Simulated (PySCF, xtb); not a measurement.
WOF3, SMILES [O]=[W+]([F])([F])[F], charge +1, multiplicity 1.

GFN2-xTB run with xtb 6.7.1 at its own geometry gives an orbital gap of 4.67 eV.

Coordinates come from a B3LYP-D3(BJ)/def2-SVP optimisation. The spin state was assumed, not searched. The isomer is the one that the SMILES or the coordinates give; other isomers of the formula were not compared. The def2 effective core potentials stand for the cores of W; spin–orbit coupling is left out.

What does PySCF with PBE/def2-TZVP give? (Estimate from the structure and the level; the computed values follow.)

gap 5.64 eV (levels -16.50 and -10.86 eV).
